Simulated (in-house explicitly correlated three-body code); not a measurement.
Computed with an exponentially correlated three-body code. Model: two electrons around a point charge, non-relativistic, variational in 260 exponentially correlated functions (energies converged to about 1e-7 hartree, or 1e-8 relative for large Z).

Command:
```bash
python run_hyl.py task.json out
```
Settings (lengths in bohr, energies in hartree):
```
Z                      8
nuclear_mass           206.7683
interaction_strength   1
functions              260
states_tried           13
```

Time taken, with all properties: 27 s on 1 thread of Intel(R) Xeon(R) Platinum 8375C CPU @ 2.90GHz (Ice Lake), on a shared host.

**Those bound S and P states to n = 4 that converged, binding against the one-electron ion.**

Given: nuclear charge 8; mass of the centre 206.77 electron masses.

Computed: one-electron threshold -31.8459823 hartree.

```
term  energy (hartree)  binding (eV)
1 1S       -58.8675796         735.3
2 3S       -38.3588293        177.22
2 3P                 ?             ?
2 1S                 ?             ?
2 1P       -37.8739539        164.03
3 3S       -34.6706669        76.864
3 3P       -34.6006163        74.957
3 1S       -34.5954175        74.816
3 1P       -34.5379122        73.251
4 3S       -33.4174675        42.762
4 3P       -33.3887074         41.98
4 1S       -33.3869983        41.933
4 1P       -33.3630235        41.281
```

What belongs in the row 2 3P?

energy (hartree): -38.1039775; binding (eV): 170.29.

What belongs in the row 2 1S?

energy (hartree): -38.0743639; binding (eV): 169.48.

**Converged states only, values per electron or pair.**

| term | mean r (bohr) | mean r squared (bohr²) | mean inverse r (1/bohr) | mean r12 (bohr) | mean inverse r12 (1/bohr) | mean cosine | mean p1 dot p2 (bohr⁻²) | delta r1 (bohr⁻³) | delta r12 (bohr⁻³) |
| --- | --- | --- | --- | --- | --- | --- | --- | --- | --- |
| 1 1S | 0.19773 | 0.052466 | 7.6503 | 0.29153 | 4.6694 | -0.014693 | 0.83285 | 147.66 | 15.677 |
| 2 3S | ? | ? | ? | ? | ? | ? | ? | ? | - |
| 2 3P | ? | ? | ? | ? | ? | ? | ? | ? | - |
| 2 1S | 0.51586 | 0.43845 | 4.8606 | 0.86537 | 1.6216 | -0.0078506 | 0.022066 | 87.769 | 2.6684 |
| 2 1P | 0.45752 | 0.34027 | 4.8443 | 0.74279 | 1.7604 | 0.04793 | 3.5875 | 80.501 | 0.68057 |
| 3 3S | 1.0249 | 1.9903 | 4.3764 | 1.8743 | 0.68101 | -0.0014024 | 0.0056312 | 82.611 | - |
| 3 3P | 0.97582 | 1.8148 | 4.3717 | 1.779 | 0.74662 | -0.016911 | -0.92295 | 80.141 | - |
| 3 1S | 1.0488 | 2.0944 | 4.3707 | 1.9201 | 0.73984 | -0.0023567 | 0.0002499 | 82.496 | 0.77866 |
| 3 1P | 0.99699 | 1.902 | 4.366 | 1.8152 | 0.78071 | 0.011966 | 0.90637 | 80.34 | 0.22273 |
| 4 3S | 1.7656 | 6.3079 | 4.202 | 3.3499 | 0.3974 | -0.00054909 | -0.0015267 | 81.27 | - |
| 4 3P | 1.7243 | 6.0519 | 4.2001 | 3.2685 | 0.42386 | -0.0065979 | -0.36308 | 80.247 | - |
| 4 1S | 1.7975 | 6.5524 | 4.1997 | 3.4129 | 0.42114 | -0.00095118 | -0.0032262 | 81.229 | 0.32565 |
| 4 1P | 1.7523 | 6.2611 | 4.1978 | 3.322 | 0.43829 | 0.0048 | 0.35983 | 80.321 | 0.096832 |

What belongs in the row 2 3S?

mean r (bohr): 0.49947; mean r squared (bohr²): 0.40629; mean inverse r (1/bohr): 4.8824; mean r12 (bohr): 0.84148; mean inverse r12 (1/bohr): 1.4; mean cosine: -0.0045385; mean p1 dot p2 (bohr⁻²): 0.053663; delta r1 (bohr⁻³): 88.314.

What belongs in the row 2 3P?

mean r (bohr): 0.44231; mean r squared (bohr²): 0.31498; mean inverse r (1/bohr): 4.8661; mean r12 (bohr): 0.73965; mean inverse r12 (1/bohr): 1.6502; mean cosine: -0.07077; mean p1 dot p2 (bohr⁻²): -3.9129; delta r1 (bohr⁻³): 79.583.
